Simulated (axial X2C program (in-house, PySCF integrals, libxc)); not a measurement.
Worked dissociation energy of KI⁺: HF, spin-free

All values were computed with an in-house all-electron X2C program for linear molecules (integrals from PySCF). Spin-free means the one-electron spin-free X2C Hamiltonian. Basis: I dyall-cv3z [11s12p8d4f1g], K dyall-cv3z [11s12p6d3f] (cores contracted in-house); Gaussian nuclei, density fitting, unrestricted open shells. Masses: I 126.904 u, K 38.964 u.

Molecular state: M_S = 1/2, Λ = 1 (beyond evenly filled blocks: π+α, π+β, π-α).

- E(I) (2M_S = 1, M_L = 0): -7112.757757 hartree
- E(K+) (2M_S = 0, M_L = 0): -601.316525 hartree
- E(KI⁺) at Re: -7714.077961 hartree
- ωe: 72.4 cm⁻¹
- ωexe: 0.902 cm⁻¹

Question: Work out De and D0.

Answer: De = -7112.757757 + (-601.316525) − (-7714.077961) = 0.00368 hartree = 0.100 eV. The zero-point energy is ωe/2 − ωexe/4 = 36 cm⁻¹ = 0.004 eV, so D0 = 0.096 eV.

Occupations by symmetry block were frozen at the best pattern of an incomplete PBE0 search. Dissociation energies refer to the lowest single-determinant-based atoms at the same level and basis. PBE0 can misorder states that lie within some tenths of an eV, so this need not be the ground state of the molecule. The nearest other spin-free determinant of the search, M_S = 1/2, Λ = 0, lies 0.29 eV up at the distance of the search. The atomic limit has a lower orbital projection than the molecule and lies lower at mean-field level, so De may be about a tenth of an eV too small. Spin-free De lacks the spin–orbit lowering of the heavy p-block atom, a tenth of an eV or more for 4p and 5p, up to an eV for 6p and one to two eV for 7p atoms, less what an open-shell molecule gains itself.

Hartree–Fock lacks correlation and underbinds, often by eV.

Each atomic determinant is the lowest at this level and need not be a pure term. Totals compare only within one Hamiltonian and basis.
